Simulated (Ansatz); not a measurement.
One change: `C=C=C([SiH3])CCl` becomes `C=C=[C]([AlH2])[SiH3]`.

Ansatz, PBE0-D4/def2-TZVP geometries, multiplicity 1. Each molecule was computed in one conformer, which needn't be the lowest.

```
                               property  `C=C=C([SiH3])CCl`
     HOMO energy (PBE0/def2-TZVPP) / eV               -7.74
HOMO–LUMO gap (ωB97M-V/def2-TZVPP) / eV               11.46
   HOMO–LUMO gap (PBE0/def2-TZVPP) / eV                7.21
    HOMO energy (B3LYP/def2-TZVPP) / eV               -7.51
  HOMO–LUMO gap (B3LYP/def2-TZVPP) / eV                6.77
    LUMO energy (B3LYP/def2-TZVPP) / eV               -0.74
```

(1) Give the same properties after the change, and the shifts. (Best estimate.)

Answers

(1) The calculation gave: 
```json
{"property": "HOMO energy (PBE0/def2-TZVPP) / eV", "`C=C=[C]([AlH2])[SiH3]`": "-6.94", "shift": "0.80"}
{"property": "HOMO–LUMO gap (ωB97M-V/def2-TZVPP) / eV", "`C=C=[C]([AlH2])[SiH3]`": "8.99", "shift": "-2.47"}
{"property": "HOMO–LUMO gap (PBE0/def2-TZVPP) / eV", "`C=C=[C]([AlH2])[SiH3]`": "5.22", "shift": "-1.99"}
{"property": "HOMO energy (B3LYP/def2-TZVPP) / eV", "`C=C=[C]([AlH2])[SiH3]`": "-6.73", "shift": "0.78"}
{"property": "HOMO–LUMO gap (B3LYP/def2-TZVPP) / eV", "`C=C=[C]([AlH2])[SiH3]`": "4.80", "shift": "-1.97"}
{"property": "LUMO energy (B3LYP/def2-TZVPP) / eV", "`C=C=[C]([AlH2])[SiH3]`": "-1.93", "shift": "-1.19"}
```

With PBE0 the HOMO rises by 0.80 eV and the LUMO falls by 1.20 eV, so the gap narrows by about 2.00 eV. PBE moves the HOMO by 0.71 eV and ωB97M-V by 0.86 eV.

B3LYP here is the variant with VWN-RPA as its local correlation; programs differ in this.
